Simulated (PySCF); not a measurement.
**Radial density of Ce(38+) (cerium, charge +38)**

TPSS, [Ar] 3d2, high-spin 3F determinant. Computed with PySCF 2.14 in an even-tempered Gaussian basis (16 s from 6.9 bohr⁻², ratio 2.5; 10 p from 9 bohr⁻², ratio 2.5; 7 d from 9 bohr⁻², ratio 2.5; 4 f from 31 bohr⁻², ratio 2.7; 3 g from 47 bohr⁻², ratio 2.7), with no relativity, point nucleus.

```json
{"r (bohr)": "0.000505", "4πr²ρ (e/bohr)": "0.4192", "4πr²(ρα − ρβ)": "0.0000"}
{"r (bohr)": "0.000850", "4πr²ρ (e/bohr)": "1.139", "4πr²(ρα − ρβ)": "0.0000"}
{"r (bohr)": "0.00143", "4πr²ρ (e/bohr)": "3.014", "4πr²(ρα − ρβ)": "-0.0001"}
{"r (bohr)": "0.00241", "4πr²ρ (e/bohr)": "7.616", "4πr²(ρα − ρβ)": "-0.0002"}
{"r (bohr)": "0.00405", "4πr²ρ (e/bohr)": "17.82", "4πr²(ρα − ρβ)": "-0.0004"}
{"r (bohr)": "0.00681", "4πr²ρ (e/bohr)": "36.66", "4πr²(ρα − ρβ)": "-0.0008"}
{"r (bohr)": "0.0114", "4πr²ρ (e/bohr)": "61.03", "4πr²(ρα − ρβ)": "-0.0010"}
{"r (bohr)": "0.0193", "4πr²ρ (e/bohr)": "73.60", "4πr²(ρα − ρβ)": "0.0019"}
{"r (bohr)": "0.0324", "4πr²ρ (e/bohr)": "65.99", "4πr²(ρα − ρβ)": "0.0436"}
{"r (bohr)": "0.0545", "4πr²ρ (e/bohr)": "79.67", "4πr²(ρα − ρβ)": "0.4663"}
{"r (bohr)": "0.0916", "4πr²ρ (e/bohr)": "85.61", "4πr²(ρα − ρβ)": "2.9596"}
{"r (bohr)": "0.154", "4πr²ρ (e/bohr)": "43.09", "4πr²(ρα − ρβ)": "8.6359"}
{"r (bohr)": "0.259", "4πr²ρ (e/bohr)": "46.45", "4πr²(ρα − ρβ)": "7.1892"}
{"r (bohr)": "0.436", "4πr²ρ (e/bohr)": "6.682", "4πr²(ρα − ρβ)": "0.7649"}
{"r (bohr)": "0.733", "4πr²ρ (e/bohr)": "0.04439", "4πr²(ρα − ρβ)": "0.0049"}
```

A non-relativistic calculation at this Z misses sizeable relativistic shifts. Spin-orbit coupling is strong in this species (close to jj coupling), so the high-spin LS determinant is a model state, not a physical level.
